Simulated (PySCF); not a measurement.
# Finite-field polarisability of Cd (cadmium, neutral)

[Kr] 4d10 5s2, closed-shell 1S. All numbers are calculated (PySCF 2.14, scalar relativity through the core potential, in def2-QZVPPD with the def2 core potential (28 electrons) (7s5p4d4f2g, 88 functions)). Frozen: 4s2 4p6. Energy changes in a uniform field (μhartree):

```json
{"axis": "x", "F (au)": "0.0018", "HF": "-102.766", "MP2": "-64.430", "CCSD": "-78.681", "CCSD(T)": "-75.373"}
{"axis": "x", "F (au)": "0.0036", "HF": "-411.135", "MP2": "-257.868", "CCSD": "-314.774", "CCSD(T)": "-301.545"}
```

Q: Derive α along x at CCSD(T) from the two fields.

A: With ΔE = −αF²/2 − γF⁴/24, α = −(16 ΔE(F) − ΔE(2F))/(6F²) = 46.52 bohr³.

Q: And the mean polarisability at each level?

A: HF 63.43, MP2 39.76, CCSD 48.57, CCSD(T) 46.52 bohr³. Reference: 46 ± 2 bohr³ (recommended; Schwerdtfeger and Nagle, table of static dipole polarizabilities (2023 update)).
